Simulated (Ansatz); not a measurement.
Cost and result for the atomization energy of CH$_{3}$FISi (`C[Si](F)I`) radical (7 atoms, 6 bonds).

Charge 0, multiplicity 2. Correlated methods include outer-core shells of I, which these sets cover unevenly. I takes the def2 core potential. All single points use the PBE0-D4/def2-TZVP geometry. Program: Ansatz. All runs use 4 threads of a server CPU on a shared host. Times are those of one run each, without the atoms' runs, and a repeat can differ threefold. Electronic energies, without spin–orbit coupling; frozen cores. CCSD(T)/CBS adds CCSD(T) − MP2 in def2-TZVPP to the MP2 limit, and its time is that of the two runs behind it. T1 = 0.012; ⟨S²⟩ of the reference is 0.76. With those shells the extrapolation isn't a true limit. B3LYP takes the VWN-RPA correlation (the form of Gaussian; ORCA's B3LYP/G). HSE06 is the plane-wave form, built on full-range PBE exchange.

CCSD(T)/CBS is a level of theory with its own doubt, some kJ/mol a heavy atom from the limit and from the frozen cores, so smaller differences don't rank the functionals.

```
                             level  functions  wall time
              revPBE-D4/def2-TZVPP        196      2.4 s
   PBE-D4/def2-TZVPP (with forces)        196      2.8 s
                PBE0-D4/def2-TZVPP        196        4 s
               HSE06-D4/def2-TZVPP        196      4.2 s
r2SCAN-D4/def2-TZVPP (with forces)        196      4.9 s
 B3LYP-D4/def2-TZVPP (with forces)        196      4.9 s
             r2SCANh-D4/def2-TZVPP        196        6 s
                 B2PLYP/def2-TZVPP        196        6 s
                  CCSD(T)/def2-SVP         87       11 s
  ωB97M-V/def2-TZVPP (with forces)        196       12 s
                    MP2/def2-QZVPP        356       18 s
                CCSD(T)/def2-TZVPP        196    3.6 min
                 CCSD(T)/CBS(def2)          –    3.9 min
```

What atomization energy does each give, and how far from CCSD(T)/CBS? (Estimate.)

Ansatz gave: 
```
                             level  atomization (kJ/mol)  difference from CCSD(T)/CBS  per bond
              revPBE-D4/def2-TZVPP                2411.6                        -21.6      -3.6
   PBE-D4/def2-TZVPP (with forces)                2472.7                         39.5       6.6
                PBE0-D4/def2-TZVPP                2431.0                         -2.2      -0.4
               HSE06-D4/def2-TZVPP                2432.7                         -0.5      -0.1
r2SCAN-D4/def2-TZVPP (with forces)                2449.4                         16.2       2.7
 B3LYP-D4/def2-TZVPP (with forces)                2416.4                        -16.8      -2.8
             r2SCANh-D4/def2-TZVPP                2433.2                          0.0       0.0
                 B2PLYP/def2-TZVPP                2394.2                        -39.0      -6.5
                  CCSD(T)/def2-SVP                2242.1                       -191.1     -31.9
  ωB97M-V/def2-TZVPP (with forces)                2416.5                        -16.7      -2.8
                    MP2/def2-QZVPP                2466.1                         32.9       5.5
                CCSD(T)/def2-TZVPP                2356.0                        -77.2     -12.9
                 CCSD(T)/CBS(def2)                2433.2                          0.0       0.0
```

At CCSD(T), def2-SVP lies −191.2 kJ/mol from the extrapolated value and def2-TZVPP −77.2 kJ/mol: correlation converges slowly with the basis, and small sets miss more of it in the bonded molecule than in its fragments. From r2SCAN to r2SCAN0 (25 % exact exchange), in def2-TZVPP and without D4, the atomization energy moves by −40.0 kJ/mol: exact exchange takes away binding that semilocal exchange gives to molecules. In def2-TZVPP, CCSD(T) changes the Hartree–Fock value by +542.2 kJ/mol (the triples alone add +37.5 kJ/mol) and MP2 by +605.7 kJ/mol; breaking electron pairs costs correlation energy, which Hartree–Fock lacks.

Spin–orbit coupling would lower the free I atoms strongly, and the atomization energy with them, by more than many differences here.
